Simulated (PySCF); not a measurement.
**Identify the compound**

An unknown has the formula C₃H₁₃OPSi₂. Its calculated NMR data are:

1H NMR (400 MHz, computed): δ 4.84 (m, 1H), 3.37 (m, 3H), 2.96 (m, 1H), 1.38 (m, 2H), 1.26 (d, 3H), 1.18 (d, 3H).

13C{1H} NMR (computed): δ 61.8, 26.0, 24.4.

No solvent, no relativistic terms, rapidly exchanging positions averaged, a single conformation. σ from GIAO-HF/pcSseg-1; coordinates at the PBE0-D3(BJ)/def2-SVP level; PySCF 2.14.0 with density-fitted response routines.

References, each an isolated molecule treated in the same way: 1H, 13C against TMS.

Question: Which candidate is it?
A. CC(C)O[Si@@H]([SiH3])P
B. CC(C)[Si@@H](P)O[SiH3]
C. CO[Si@@](C)(P)[SiH2]C

Answer: A. 

3 carbon signals for 3 carbons: no two carbons are equivalent. Carbon types of the structure: 1 × CH, 2 × CH3, leaving 6 H on heteroatoms. δC 61.8: sp3 CH bonded to O; deshielded by the electronegative neighbour. δC 26.0, 24.4: methyl carbon; aliphatic region, no heteroatom directly attached. δH 3.37: hydrogen on a silicon bonded to Si. δH 2.96: hydrogen on an sp3 CH bonded to O; its carbon carries O, hence the downfield position. δH 1.26, 1.18: hydrogen on a methyl carbon.

The others: CC(C)[Si@@H](P)O[SiH3] has carbons computed at 16.2, 15.5, 11.4; CO[Si@@](C)(P)[SiH2]C has carbons computed at 48.1, -0.7, -10.0, with a different DEPT pattern.

Splittings by 31P in the carbon and heteronuclear signals aren't shown, as no couplings were computed. Shifts are as computed. Against solution values, carbons near 30 ppm lie about -0 ppm off and those near 130 ppm about +7 ppm. Of 1211 compounds with measured shifts, 218 miss one by over three times the rms of a fit or turn the order of signals round; such compounds aren't used in these exercises. Multiplicities follow the n + 1 count of equivalent neighbours, as no J values were calculated; m marks all less simple cases, F and P coupling included.
